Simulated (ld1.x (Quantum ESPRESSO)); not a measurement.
Before and after: TM potential for antimony

Sb, norm-conserving Troullier–Martins (Kleinman–Bylander form), made with ld1.x (Quantum ESPRESSO) 7.5 (PBEsol, scalar-relativistic). Core [Kr] 4d10, reference 5s2 5p3. Waves: 5p (bound): rc 2.60 bohr; 5d channel at -0.05 Ry: rc 2.35 bohr; 5s (bound): rc 1.50 bohr. Local part: the s channel. Core correction: Bessel-smoothed model core inside 0.70 bohr.

Change: non-relativistic.

Cutoffs: the cutoffs (Ry, on a coarse ladder) from which the occupation-weighted sum of valence levels, in a spherical-Bessel basis at the reference potential, stays within 10 and 1 mRy of its value at 400 Ry; they do not see the model core or the augmentation charge, which bear on the density cutoff. Errors are all-electron minus pseudo energies relative to the spin-unpolarised reference configuration.

Question: What does the change do?

Answer: The potential gets neither clearly harder nor softer (50 Ry and 110 Ry → 40 Ry and 160 Ry); the bound ghosts move from d to d, p; of the 7 tests that both files solve, the error grows in 0 and shrinks in 5 by more than 15 % and 0.3 meV (median size 30.3 → 20.8 meV).

| quantity | base | changed |
| --- | --- | --- |
| cutoff, loose | 50 Ry | 40 Ry |
| cutoff, tight | 110 Ry | 160 Ry |
| bound ghosts | d | p, d |
| error for 5s2 5p2, meV [ΔE 8.34 → 8.40 eV] | -5.6 | -3.0 |
| error for 5s2 5p1, meV [ΔE 24.36 → 24.40 eV] | -36 | -21 |
| error for 5s2 5p0, meV [ΔE 48.80 → 48.76 eV] | -131 | -73 |
| error for 5s1 5p4, meV [ΔE 8.14 → 7.10 eV] | -17 | -15 |
| error for 5s2 5p3.3, meV [ΔE -1.16 → -1.18 eV] | +0.2 | -0.1 |
| error for 5s1 5p3, meV [ΔE 17.11 → 16.04 eV] | -30 | -24 |
| error for 5s1 5p0, meV [ΔE 93.13 → 91.46 eV] | -482 | -307 |
| s: phases at 2.86 bohr within 0.05 rad from the reference energy up to (Ry; the scan ends near 5) | 1.0 | 0.6 |
| p: phases at 2.86 bohr within 0.05 rad from the reference energy up to (Ry; the scan ends near 5) | 3.5 | 3.1 |
| d: phases at 2.86 bohr within 0.05 rad from the reference energy up to (Ry; the scan ends near 5) | 0.6 | 0.7 |

 A true bound ghost makes a file unfit for plane-wave use even where its test errors are small: the radial tests pick states by their node count and pass the ghost by.
